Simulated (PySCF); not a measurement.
Molfile (atoms numbered from 1):
```
C5H18Si4
     RDKit          3D

 27 27  0  0  0  0  0  0  0  0999 V2000
   -2.2862    1.5201    1.2590 C   0  0  0  0  0  0  0  0  0  0  0  0
   -2.1972    0.0270    0.9857 C   0  0  0  0  0  0  0  0  0  0  0  0
   -0.8844   -0.4926    0.3708 C   0  0  0  0  0  0  0  0  0  0  0  0
   -0.6556    0.0831   -1.0284 C   0  0  0  0  0  0  0  0  0  0  0  0
   -0.9641   -2.0205    0.2832 C   0  0  0  0  0  0  0  0  0  0  0  0
    0.6046   -0.0457    1.5038 Si  0  0  0  0  0  4  0  0  0  0  0  0
    1.5307    2.1073    1.1439 Si  0  0  0  0  0  4  0  0  0  0  0  0
    3.0211    1.1549   -0.4233 Si  0  0  0  0  0  4  0  0  0  0  0  0
    2.6521   -0.9061    0.6745 Si  0  0  0  0  0  4  0  0  0  0  0  0
   -1.5555    1.8421    2.0188 H   0  0  0  0  0  0  0  0  0  0  0  0
   -3.2847    1.7876    1.6363 H   0  0  0  0  0  0  0  0  0  0  0  0
   -2.1059    2.1201    0.3540 H   0  0  0  0  0  0  0  0  0  0  0  0
   -3.0174   -0.2686    0.3034 H   0  0  0  0  0  0  0  0  0  0  0  0
   -2.3820   -0.5221    1.9255 H   0  0  0  0  0  0  0  0  0  0  0  0
   -0.5777    1.1815   -1.0298 H   0  0  0  0  0  0  0  0  0  0  0  0
   -1.4914   -0.1910   -1.6964 H   0  0  0  0  0  0  0  0  0  0  0  0
    0.2671   -0.3128   -1.4831 H   0  0  0  0  0  0  0  0  0  0  0  0
   -0.0741   -2.4521   -0.2008 H   0  0  0  0  0  0  0  0  0  0  0  0
   -1.0663   -2.4850    1.2774 H   0  0  0  0  0  0  0  0  0  0  0  0
   -1.8451   -2.3201   -0.3123 H   0  0  0  0  0  0  0  0  0  0  0  0
    0.2720   -0.3898    2.9248 H   0  0  0  0  0  0  0  0  0  0  0  0
    2.3112    2.5224    2.3549 H   0  0  0  0  0  0  0  0  0  0  0  0
    0.6576    3.2449    0.7156 H   0  0  0  0  0  0  0  0  0  0  0  0
    2.4267    1.1432   -1.7979 H   0  0  0  0  0  0  0  0  0  0  0  0
    4.4181    1.6835   -0.5028 H   0  0  0  0  0  0  0  0  0  0  0  0
    2.6478   -2.1626   -0.1403 H   0  0  0  0  0  0  0  0  0  0  0  0
    3.6393   -1.0555    1.7918 H   0  0  0  0  0  0  0  0  0  0  0  0
  1  2  1  0
  2  3  1  0
  3  4  1  0
  3  5  1  0
  3  6  1  0
  6  7  1  0
  7  8  1  0
  8  9  1  0
  9  6  1  0
  1 10  1  0
  1 11  1  0
  1 12  1  0
  2 13  1  0
  2 14  1  0
  4 15  1  0
  4 16  1  0
  4 17  1  0
  5 18  1  0
  5 19  1  0
  5 20  1  0
  6 21  1  0
  7 22  1  0
  7 23  1  0
  8 24  1  0
  8 25  1  0
  9 26  1  0
  9 27  1  0
M  END
```

Geometry: PBE0-D3(BJ)/def2-SVP; GIAO absolute shieldings from PySCF 2.14.0 with density-fitted response routines, gas phase, non-relativistic, averaged over equivalent atoms.

At CAM-B3LYP/pcSseg-1 (271 basis functions, 3.5 min wall time on 1 thread of an Arm Neoverse N1, shared host):
```csv
atoms,σ (ppm)
C2,142.4
C4/C5,153.3
C3,159.5
C1,167.9
Si6,362.4
Si8,433.0
Si7/Si9,435.8
H21,27.08
H25,27.38
H23/H26,27.48
H22/H27,27.50
H24,27.53
H13/H14,30.12
H10/H11/H12,30.31
H15/H16/H17/H18/H19/H20,30.31
```

Task: Estimate the result of repeating the calculation with PBE0/pcSseg-1.

Result: 
```json
{"atoms": "C2", "σ at PBE0/pcSseg-1": "144.2", "change": "+1.8"}
{"atoms": "C4/C5", "σ at PBE0/pcSseg-1": "155.0", "change": "+1.7"}
{"atoms": "C3", "σ at PBE0/pcSseg-1": "160.1", "change": "+0.6"}
{"atoms": "C1", "σ at PBE0/pcSseg-1": "169.4", "change": "+1.5"}
{"atoms": "Si6", "σ at PBE0/pcSseg-1": "377.0", "change": "+14.6"}
{"atoms": "Si8", "σ at PBE0/pcSseg-1": "443.3", "change": "+10.3"}
{"atoms": "Si7/Si9", "σ at PBE0/pcSseg-1": "447.4", "change": "+11.6"}
{"atoms": "H21", "σ at PBE0/pcSseg-1": "26.83", "change": "-0.25"}
{"atoms": "H25", "σ at PBE0/pcSseg-1": "27.14", "change": "-0.24"}
{"atoms": "H23/H26", "σ at PBE0/pcSseg-1": "27.25", "change": "-0.23"}
{"atoms": "H22/H27", "σ at PBE0/pcSseg-1": "27.23", "change": "-0.27"}
{"atoms": "H24", "σ at PBE0/pcSseg-1": "27.26", "change": "-0.27"}
{"atoms": "H13/H14", "σ at PBE0/pcSseg-1": "30.02", "change": "-0.10"}
{"atoms": "H10/H11/H12", "σ at PBE0/pcSseg-1": "30.24", "change": "-0.07"}
{"atoms": "H15/H16/H17/H18/H19/H20", "σ at PBE0/pcSseg-1": "30.20", "change": "-0.11"}
```

The largest change is at Si6 (silicon bonded to C, 2 Si, H, in a 4-membered ring). Cost: 271 basis functions, 2.6 min wall time on 1 thread of an Arm Neoverse N1, shared host. The order of the carbon signals is the same at both levels.
